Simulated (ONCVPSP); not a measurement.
# Ranking ONCV potentials for thallium (Tl)

All share these settings but for the change named:

```
Element                 : Tl (Z = 81)
Generator               : ONCVPSP 4.0.1
Type                    : optimised norm-conserving Vanderbilt (ONCV)
Functional              : PBE
Relativity              : scalar-relativistic
Frozen core             : [Kr] 4d10 4f14
Valence charge          : 21
Reference configuration : 5s2 5p6 5d10 6s2 6p1
Partial waves           : 5s+6s: rc 1.20 bohr, ncon 3, nbas 6, qcut 7.7 1/bohr, 2 projectors; 5p+6p: rc 1.65 bohr, ncon 4, nbas 8, qcut 7.9 1/bohr, 2 projectors; 5d: rc 2.10 bohr, ncon 4, nbas 8, qcut 6.5 1/bohr, 1 projector
Local potential         : polynomial inside 1.00 bohr (lpopt 5, dvloc0 3 Ha)
Core correction         : Teter function, fcfact 3.25, rcfact 1.75
```

Cutoff: the first of the cutoffs (Ha) at which the residual kinetic energy of the hardest occupied pseudo-wave falls to 1 and 0.1 mHa per electron; the density cutoff is not measured.

The base gives 30 Ha.

Of 8 variants that were run, those that failed, showed a ghost or another fault, or gave nearly equal values are left out.

A variant can come out equal or close to the base.

Question: Rank these variants from softest to hardest (loose cutoff).
A. s: qcut 7.2; p: qcut 7.4; d: qcut 6.1
B. local potential polynomial inside 1.15 bohr (lpopt 5, dvloc0 0 Ha)
C. all radii but the core radius scaled by about 1.13 (s 1.36, p 1.86, d 2.38 bohr); local potential polynomial inside 1.14 bohr (lpopt 5, dvloc0 3 Ha)

Answer: C (25 Ha), B (30 Ha), A (40 Ha).
